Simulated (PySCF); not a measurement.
# BiF3 at several levels of theory

Computed with PySCF 2.14.0 (density fitting, no spin-orbit coupling) at the geometry relaxed with TPSS:

```xyz
4
BiF3 (singlet)
Bi    0.0000    0.0000    0.4006
F     1.7675    0.0000   -0.6127
F    -0.8838    1.5307   -0.6127
F    -0.8837   -1.5307   -0.6127
```

| level | basis | state | HOMO (eV) | gap (eV) | charge on Bi1 (e) | dipole about the centre of mass (D) | largest force component (eV/Å) |
| --- | --- | --- | --- | --- | --- | --- | --- |
| TPSS | Bi def2-SVP with ECP60, F def2-SVP | singlet | -8.15 | 5.96 | 1.25 | 4.62 | 0.15 |
| r2SCAN | the same | singlet | -8.53 | 6.40 | 1.34 | 4.84 | 0.31 |
| PBE0 | the same | singlet | -9.71 | 8.08 | 1.38 | 5.04 | 0.48 |
| TPSSh | the same | singlet | -8.81 | 6.88 | 1.32 | 4.82 | 0.22 |
| TPSS | Bi def2-TZVP with ECP60, F def2-TZVP | singlet | -8.65 | 6.14 | 1.38 | 4.88 | 0.66 |
| TPSS | Bi x2c-SVPall, F x2c-SVPall | singlet | -8.16 | 6.01 | 1.31 | 4.61 | 0.58 |

Charges are Mulliken's, which hang on the basis. The relaxation used the grid (50, 194), these runs (75, 302) or, all-electron (x2c bases, spin-free X2C Hamiltonian), (99, 590).

Question: What does HF with Bi def2-SVP with ECP60, F def2-SVP give here?

Answer: state singlet, HOMO (eV) -13.43, gap (eV) 14.67, charge on Bi1 (e) 1.80, dipole about the centre of mass (D) 5.93, largest force component (eV/Å) 1.17. Time: 0.8 s on 2 threads of Arm Neoverse V2, with other jobs on the host, from an already converged density.

In the first row's basis the gap widens with exact exchange: 6.0 to 6.4 eV for TPSS, r2SCAN (none); 6.9 to 8.1 eV for TPSSh, PBE0 (a fixed share); 14.7 eV for Hartree–Fock (rising or full at long range).

No frequency check is given that shows the relaxed geometry to be a minimum.
